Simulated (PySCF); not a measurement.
**Al⁻ (aluminium, charge -1) across methods**

[Ne] 3s2 3p2, high-spin 3P determinant. Calculation: PySCF 2.14, in aug-cc-pV(D+d)Z (5s4p3d, 32 functions); the non-relativistic Hamiltonian (point nucleus).

| method | E (hartree) | mean ε 3s α (eV) | mean ε 3s β (eV) | mean ε 3p α (eV) | Σ⟨r²⟩ (bohr²) | ⟨S²⟩ |
| --- | --- | --- | --- | --- | --- | --- |
| r2SCANh | -242.3490 | -3.615 | -2.448 | 1.026 | 73.64 | 2.010 |
| B97-3 | -242.3479 | -4.156 | -2.971 | 0.910 | 74.34 | 2.005 |
| PBE0 | -242.2665 | -4.085 | -2.894 | 0.815 | 73.64 | 2.005 |
| LDA | -241.3273 | -3.248 | -2.425 | 1.266 | 79.83 | 2.001 |
| LC-wPBE | -242.2821 | -6.713 | -4.888 | -0.866 | 66.17 | 2.012 |
| UHF | -241.87498 | -6.852 | -4.492 | -0.601 | 73.49 | 2.017 |
| r2SCAN | -242.3503 | -3.225 | -2.153 | 1.224 | 74.34 | 2.009 |
| wB97X-V | -242.3253 | -6.375 | -4.899 | -0.560 | 70.64 | 2.006 |

(1) Estimate the same row for PBE.

The highest occupied level is positive at r2SCANh, B97-3, PBE0, LDA, PBE, r2SCAN: only the finite basis holds that electron, which in a density functional comes from self-interaction.

## Answers

(1) E (hartree) = -242.2447; mean ε 3s α (eV) = -3.056; mean ε 3s β (eV) = -2.178; mean ε 3p α (eV) = 1.331; Σ⟨r²⟩ (bohr²) = 77.13; ⟨S²⟩ = 2.004.
